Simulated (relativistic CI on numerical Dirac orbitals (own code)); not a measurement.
## A ladder of approximations for the levels of Cr2+

Calculated with a relativistic CI code on KLI orbitals (one set per configuration, finite nucleus), adding one ingredient at a time: step 1, Dirac-Coulomb, each configuration alone; step 2, with Breit and QED terms; step 3, with configuration mixing; step 4, with scaled Slater integrals (0.85); step 5, with a P86 correlation estimate; step 6, tied to the ionisation limit. P86 is a density functional for the correlation energy, evaluated here for each configuration and added to its levels. Step 6 is semi-empirical: configurations made of the next ion and one excited electron move by 3314 cm⁻¹, so that their limit matches the tabulated ionisation energy, and those with a non-penetrating f or g electron also take the P86 value of the least penetrating other one.

Configurations in the expansion (outside the closed core [Ne] 3s2): 3p6 3d4, 3p6 3d3 4s, 3p6 3d3 4p, 3p6 3d3 4d, 3p6 3d3 5s, 3p6 3d3 5p, 3p6 3d2 4s 4p, 3p6 3d3 4f, 3p6 3d3 5d, 3p6 3d3 5f, 3p5 3d5, 3p6 3d2 4s2, 3p6 3d 4s2 4p, 3p6 3d 4s2 4d, 3p6 3d 4s2 5s, 3p6 3d 4s2 5p, 3p6 3d 4s2 4f, 3p6 3d2 4p2, 3p6 3d 4s 4p2, 3p6 3d 4p3, 3p6 3d 4p2 4d, 3p6 3d 4p2 5s, 3p6 3d 4p2 5p, 3p6 3d 4p2 4f, 3p6 3d2 4s 4d, 3p6 3d 4s 4p 4d, 3p6 3d 4s 4d2, 3p6 3d 4s 4d 5s, 3p6 3d 4s 4d 5p, 3p6 3d 4s 4d 4f.

Computed minus measured energy above the ground level, in cm⁻¹, for 17 of the 67 excited levels that pair in every step (one J of a term; a digit in brackets numbers repeated terms):

```tsv
Configuration	Term	J	Measured	Step 1	Step 2	Step 3	Step 4	Step 5	Step 6
3p6 3d4	5D	1	62	7	-4	-6	-6	-6	-6
3p6 3d4	3P(2)	0	16771	4493	4537	4368	1222	1229	1229
3p6 3d4	3H	4	17274	2333	2276	2477	-435	-441	-444
3p6 3d4	3F(2)	2	18452	4131	4082	4078	791	793	791
3p6 3d4	3G	3	20704	4100	4048	4121	464	462	461
3p6 3d4	1G(2)	4	25139	5964	5872	5995	1463	1458	1452
3p6 3d4	3D	3	25726	6442	6377	6452	1726	1724	1721
3p6 3d4	1I	6	26015	3492	3356	3788	-580	-595	-602
3p6 3d3 4s	5F	1	49492	-4113	-3920	-3988	-4742	-110	3190
3p6 3d3 4s	5P	1	63046	-648	-499	-526	-3730	900	4202
3p6 3d3 4s	3G	3	65892	-876	-759	-970	-4529	103	3402
3p6 3d3 4s	3P	0	69602	2565	2696	1538	-2920	1713	4999
3p6 3d3 4s	1G	4	69660	247	359	-274	-4563	64	3349
3p6 3d3 4s	3D	1	70981	1530	1684	1354	-3290	1343	4641
3p6 3d3 4s	3H	4	71677	-861	-795	-1053	-5420	-789	2511
3p6 3d3 4s	1P	1	73882	1906	2005	1039	-3910	733	4027
3p6 3d3 4p	5G°	2	93766	-6093	-5940	-5517	-6154	-817	2489
```

Mean absolute errors in cm⁻¹, over all paired levels and for the configurations:

```
Configuration, levels  Step 1  Step 2  Step 3  Step 4  Step 5  Step 6
              all, 67    3777    3748    3623    2747     851    2425
          3p6 3d4, 32    5741    5678    5539    1060    1075    1078
       3p6 3d3 4s, 34    1860    1867    1763    4235     641    3691
        3p6 3d3 4p, 1    6093    5940    5517    6154     817    2489
```

Measured levels: Sugar and Corliss, J. Phys. Chem. Ref. Data 6, 317 (1977).

What does each ingredient do to the ground and the excited configurations, and where is the model closest to experiment?

Terms of the ground configuration are off by 5741 at first, 5539 with mixing and 1060 after scaling, which stands in for the correlation that narrows term splittings. The Breit and QED terms change the top of the ground term (measured 576) from 661 to 544. Mixing lowers the ground level by 491; relative to it the configurations that move most are 3p6 3d3 4s by -480, 3p6 3d3 4p by +423. The P86 estimate moves 3p6 3d3 4p by +5337, 3p6 3d3 4s by +4631, and takes the mean absolute error of the excited configurations from 4290 to 646. Step 6 takes that error from 646 to 3656; it grows for 3p6 3d3 4s, 3p6 3d3 4p. The shift fits the limit, so it does little for low levels whose errors differ from those near the limit. The mean absolute error is lowest at step 5 (851 cm⁻¹), and the largest single drop is from step 4 to 5 (2747 to 851).
